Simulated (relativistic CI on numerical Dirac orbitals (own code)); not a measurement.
## Radial parameters of Ca⁵⁺

Calculated at this level of theory: Dirac-Coulomb-Breit CI, KLI orbitals optimised for each configuration, a model potential for QED, valence Slater integrals scaled by 0.85, P86 correlation energy added to each configuration (own radial code, finite nucleus).

Slater integrals F^k, G^k are unscaled and averaged over j, outside the closed core [Ne]; ζ comes from projecting the Hamiltonian with its Breit term on Σ l·s of the shell.

- 3s²3p³: F^2(3p,3p) = 89596, ζ(3p) = 2488.2 cm⁻¹; <r>(3p) = 1.125, <r^2>(3p) = 1.463 (bohr units).
- 3s3p⁴: F^2(3p,3p) = 89533, G^1(3s,3p) = 120230, ζ(3p) = 2484 cm⁻¹; <r>(3s) = 1.074, <r^2>(3s) = 1.317, <r>(3p) = 1.126, <r^2>(3p) = 1.465 (bohr units).
- 3s²3p²3d: F^2(3p,3p) = 89663, ζ(3p) = 2514.3, F^2(3p,3d) = 84475, G^1(3p,3d) = 103790, G^3(3p,3d) = 64605, ζ(3d) = 87.249 cm⁻¹; <r>(3p) = 1.124, <r^2>(3p) = 1.461, <r>(3d) = 1.199, <r^2>(3d) = 1.703 (bohr units).

Averages of the first 10 configurations, taken without configuration mixing, which lowers the lowest level and can move excited configurations by several eV; other configurations of the list can lie among them:

```csv
Configuration,Parity,States,Average energy above the lowest level (eV)
3s²3p³,odd,20,5.5
3s3p⁴,even,30,28.6
3s²3p²3d,even,150,37.4
3p⁵,odd,6,55.8
3s3p³3d,odd,400,58.7
3s²3p²4s,even,30,58.1
3p⁴3d,even,150,84.1
3s²3p²4p,odd,90,65.1
3s3p²3d²,even,1350,89.8
3s²3p²4d,even,150,74.6
```
